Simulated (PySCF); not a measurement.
BaHO, SMILES [Ba][OH], multiplicity 2.

Geometry optimised at PBE-D3(BJ)/def2-TZVPD. The def2 effective core potentials stand for the cores of Ba; spin–orbit coupling is left out.

The numbers are results of PySCF with r2SCAN/def2-TZVPD, not measurements.

Computed frontier levels, dipole moment and polarisability:
- α spin, highest occupied and lowest empty level: -2.81 and -1.24 eV
- β spin, highest occupied and lowest empty level: -6.40 and -1.74 eV
- dipole moment: 1.17 D
- mean static polarisability: 293.3 bohr³ (43.46 Å³)
- polarisability, principal values: 221.6, 329.1, 329.1 bohr³
- ⟨S²⟩: 0.751 (pure state 0.75)
